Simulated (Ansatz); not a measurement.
C2H7FSSi (`CS[SiH2]CF`) at its PBE0-D4/def2-TZVP geometry, where that method's forces vanish. Charge 0, multiplicity 1.

| atom | x (Å) | y (Å) | z (Å) |
| --- | --- | --- | --- |
| C1 | 0.2571 | -2.0292 | -0.2382 |
| S2 | -0.7256 | -1.2465 | 1.0777 |
| Si3 | 0.0523 | 0.7240 | 0.9944 |
| C4 | -0.4358 | 1.6444 | -0.5889 |
| F5 | 0.1110 | 1.0160 | -1.7069 |
| H6 | 1.3226 | -1.9498 | -0.0237 |
| H7 | -0.0248 | -3.0815 | -0.2489 |
| H8 | 0.0387 | -1.5864 | -1.2079 |
| H9 | 1.5373 | 0.7035 | 1.0797 |
| H10 | -0.5372 | 1.4583 | 2.1440 |
| H11 | -1.5234 | 1.6685 | -0.7108 |
| H12 | -0.0722 | 2.6785 | -0.5704 |

Task: For each bond, give half the difference of the two atoms' forces along it (eV/Å; positive pushes the atoms apart) under PBE-D4, r2SCAN-D4, B3LYP-D4, ωB97M-V in def2-TZVPP. (An estimate is asked.)

Result: Ansatz gave: 
```csv
bond,length (Å),PBE-D4,r2SCAN-D4,B3LYP-D4,ωB97M-V
C1–S2,1.819,0.16,0.20,0.29,0.14
C1–H6,1.090,0.10,-0.04,-0.08,-0.07
C1–H7,1.089,0.11,-0.05,-0.10,-0.07
C1–H8,1.088,0.10,-0.05,-0.09,-0.07
S2–Si3,2.120,0.11,0.01,0.14,0.06
Si3–C4,1.895,-0.07,-0.05,0.01,-0.04
Si3–H9,1.488,0.08,-0.02,-0.11,-0.13
Si3–H10,1.486,0.07,-0.03,-0.13,-0.12
C4–F5,1.394,0.51,0.38,0.44,0.33
C4–H11,1.095,0.09,-0.05,-0.12,-0.11
C4–H12,1.096,0.08,-0.06,-0.13,-0.12
```

B3LYP here is the variant with VWN-RPA as its local correlation; programs differ in this.
